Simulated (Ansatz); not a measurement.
Calculated with Ansatz (gas phase, PBE0-D4/def2-TZVP geometries, no zero-point term in ΔE). CCSD(T)/CBS is the MP2 limit (def2-TZVPP, def2-QZVPP) plus CCSD(T) − MP2 in def2-TZVPP, frozen cores. This one scheme is used for every species. DFT in def2-TZVPP. For Ge outer-core shells are correlated without core-valence functions, which leaves a few kJ/mol of doubt a bond. Scalar relativity is left out up to krypton.

Reaction (formal exchange of groups at a Ge–C bond): `[CH3][Ge@H]1[O][C@@H]1F` + SiH₄ → `F[C@@H]1[O][Ge@H]1[SiH3]` + CH₄

```tsv
level	ΔE (kcal/mol)
PBE0-D4	-10.1
HF/CBS(def2)	-5.5
```

Question: What does CCSD(T)/CBS give? (Estimate.)

Answer: Computed: -8.2 kcal/mol. The listed levels differ from it by -1.9, 2.7 kcal/mol.

Largest T1 diagnostic among the species: 0.016.

In def2-TZVPP, CCSD(T) changes the Hartree–Fock value by −1.9 kcal/mol (the triples alone add −0.5 kcal/mol) and MP2 by −1.5 kcal/mol. From PBE to PBE0 (25 % exact exchange), in def2-TZVPP and without D4, ΔE moves by +1.1 kcal/mol.
